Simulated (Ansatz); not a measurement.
Cartesian coordinates in Å:
```
C -0.200 -1.308 -0.052
C 0.380 -0.062 -0.671
F 1.731 -0.258 -0.957
In 0.125 1.690 0.591
F -1.774 1.632 1.131
H -0.110 -2.155 -0.739
H -1.259 -1.148 0.169
H 0.306 -1.573 0.879
H -0.116 0.149 -1.624
H 0.917 3.033 1.275
```

Total charge 0; spin multiplicity 1. In: def2 effective core potential.

(1) List the CAM-B3LYP/def2-TZVPP orbital energies in eV (Ansatz). (Best estimate.)

Results:

(1) Computed: Occupied: -673.35, -671.23, -281.19, -279.00, -129.65, -86.42, -86.11, -86.05, -34.81, -31.63, -23.69, -23.23, -23.22, -23.17, -23.06, -22.72, -19.09, -15.84, -15.21, -14.60, -13.39, -13.01, -12.66, -11.57, -11.46, -11.37, -10.95, -8.99. Lowest empty: -0.91, 0.17, 0.71, 1.90, 2.20, 2.58, 3.49, 3.59.
